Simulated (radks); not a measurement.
Results of a calculation; reference values are marked as such.
Bi, configuration [Hg] 6p3. Code: a radial shooting solver on a logarithmic mesh with Libxc functionals. Model: non-relativistic Kohn-Sham, exchange-only PBE, spin-polarised, spherical densities, point nucleus; open shells are filled with parallel spins first (spin-orbit coupling, left out, can overturn this in heavy ions); relativity is left out, which matters for an element this heavy. Some entries of the table are withheld. Estimate them.

orbital,occ.,eigenvalue (hartree),<r^2> (bohr^2)
1s up,1,-2977.544,0.0004442
1s down,1,-2977.543,0.0004442
2s up,1,-503.1728,0.006880
2s down,1,-503.1725,0.006880
2p up,3,-484.7987,0.005067
2p down,3,-484.7979,0.005067
3s up,1,-120.6183,0.04222
3s down,1,-120.6177,0.04222
3p up,3,-111.8496,0.03875
3p down,3,-111.8488,0.03875
3d up,5,-95.48126,0.02966
3d down,5,-95.48059,0.02966
4s up,1,-27.05531,0.1984
4s down,1,-27.05409,0.1984
4p up,3,-23.18576,0.2020
4p down,3,-23.18443,0.2020
4d up,5,-16.03355,0.2083
4d down,5,-16.03215,0.2083
4f up,7,-6.31525,0.2217
4f down,7,-6.31370,0.2217
5s up,1,-4.56275,0.9587
5s down,1,-4.55909,0.9579
5p up,3,-3.24340,1.103
5p down,3,-3.23923,1.100
5d up,5,(1),1.721
5d down,5,(2),1.683
6s up,1,(3),6.989
6s down,1,(4),6.899
6p up,3,(5),11.40
6p down,0,(6),12.93

Answer. 
(1) 5d up eigenvalue (hartree): -1.09250
(2) 5d down eigenvalue (hartree): -1.08137
(3) 6s up eigenvalue (hartree): -0.41288
(4) 6s down eigenvalue (hartree): -0.33634
(5) 6p up eigenvalue (hartree): -0.17485
(6) 6p down eigenvalue (hartree): -0.09540
